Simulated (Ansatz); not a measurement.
This geometry of AlClFH$_{5}$OSi (10 atoms, charge 0, multiplicity 1) is a first-order saddle point.

These are results of RKS PBE0-D4/6-31G* in Ansatz 0.2.0, not measurements.

```xyz
10
Properties=species:S:1:pos:R:3
Al -0.147 0.283 -0.071
Cl -0.018 -0.025 2.286
O 1.206 -0.416 -0.800
Si 2.415 -1.410 -1.286
H 1.862 -2.631 -1.937
H 3.288 -0.706 -2.267
H 3.248 -1.833 -0.125
H -1.627 0.106 -0.561
F 0.210 1.913 0.565
H 0.194 1.314 1.687
```

Task: Which two structures does it join? (They come from a converged band through this point; their orientation in space is the band's.)

Result: Bonds broken: F9–H10. Bonds formed: Cl2–H10.

Image 0:

```xyz
10
Properties=species:S:1:pos:R:3
Al -0.281 0.034 0.043
Cl -0.140 -0.409 2.165
O 0.956 -0.616 -0.918
Si 2.371 -1.375 -1.251
H 2.116 -2.690 -1.901
H 3.190 -0.540 -2.174
H 3.163 -1.612 -0.009
H -1.710 0.350 -0.526
F 0.450 1.825 0.560
H 0.518 1.627 1.500
```

Image 8:

```xyz
10
Properties=species:S:1:pos:R:3
Al -0.193 0.400 -0.281
Cl 0.051 -0.035 2.301
O 1.002 -0.614 -0.924
Si 2.384 -1.415 -1.276
H 2.073 -2.701 -1.962
H 3.256 -0.603 -2.172
H 3.150 -1.723 -0.033
H -1.723 0.131 -0.519
F 0.271 1.939 0.200
H 0.360 1.214 2.158
```

Task: How far does it lie above each of them?

Result: 0.240 eV above the first and 0.110 eV above the second. This is the barrier of this one path; another mechanism may lie lower. The orbitals stay closed-shell, which can raise the energy where a bond breaks towards radicals; this wasn't checked here.

The run took 18 min on 2 threads of Arm Neoverse N1, with other jobs on the host, peak memory 0.23 GiB.
